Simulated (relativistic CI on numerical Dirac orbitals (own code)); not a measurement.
# How well does a small relativistic CI reproduce Au+?

Computed by Dirac-Coulomb-Breit CI, separate exchange-only KLI orbitals for each configuration, a model potential for QED, valence Slater integrals scaled by 0.85, P86 correlation energy added to each configuration (own radial code, finite nucleus).

Configurations in the expansion (outside the closed core [Xe] 4f14): 5d10, 5d9.6s, 5d9.6p, 5d9.7s, 5d9.6d, 5d9.7p, 5d9.8s, 5d9.5f, 5d9.7d, 5d9.8p, 5d9.6f, 5d9.5g, 5d9.8d, 5d9.7f. Double excitations out of closed p, d and f shells are left out; levels of such configurations are missing from the list, as are those of other unlisted configurations, and high levels can miss mixing partners.

```csv
Configuration,Term (tabulated),J,Measured (cm⁻¹),Computed,Error,Purity (%)
5d10,1S,0,0.0,0,0,100
5d9.6s,"(5/2,1/2)",3,15039.6,16874,1834,100
5d9.6s,"(5/2,1/2)",2,17640.6,20255,2614,69
5d9.6s,"(3/2,1/2)",1,27765.8,28860,1094,100
5d9.6s,"(3/2,1/2)",2,29621.2,32661,3040,69
5d9.6p,"(5/2,1/2)°",2,63053.3,64485,1432,80
5d9.6p,"(5/2,1/2)°",3,65003.6,66587,1584,53
5d9.6p,"(5/2,3/2)° †",4,72495.1,72061,-434,100
5d9.6p,"(5/2,3/2)° †",2,73178.3,73997,819,34
5d9.6p,"(5/2,3/2)° †",1,73403.8,73544,140,72
5d9.6p,"(5/2,3/2)°",3,74791.5,75737,946,77
5d9.6p,"(3/2,1/2)°",2,76659.7,78046,1387,63
5d9.6p,"(3/2,1/2)°",1,81659.8,83279,1619,76
5d9.6p,"(3/2,3/2)°",0,82613.8,81890,-724,100
5d9.6p,"(3/2,3/2)° †",3,85700.2,85369,-331,46
5d9.6p,"(3/2,3/2)° †",1,85707.6,86045,338,68
5d9.6p,"(3/2,3/2)°",2,86565.7,87391,825,59
5d9.7s,"(5/2,1/2)",3,108173.0,104082,-4091,100
5d9.7s,"(5/2,1/2)",2,108631.4,104617,-4014,56
5d9.7s,"(3/2,1/2)",1,120822.9,116196,-4627,99
5d9.7s,"(3/2,1/2)",2,121118.8,116533,-4586,56
```

Measured levels from NIST Handbook of Basic Atomic Spectroscopic Data (Sansonetti and Martin, J. Phys. Chem. Ref. Data 34, 1559 (2005)); pairs were made by configuration, J and term (by order where the table uses no LS term), so strongly mixed levels may be paired wrongly.

Mean error by configuration (cm⁻¹): 5d9.6s 2146; 5d9.6p 1010; 5d9.7s -4330. Over the excited levels the mean absolute error is 2294 cm⁻¹ (20 of the 31 excited levels that our extract of the source holds in range could be paired, and the others can miss by more), and the median relative error of those above 1,000 cm⁻¹ is 3.7 %. † marks terms whose computed intervals miss the measured ones by more than a factor of 2.5, or configurations far off the rest, from wrong mixing, a near crossing or a doubtful label or measurement; they are left out of the means.
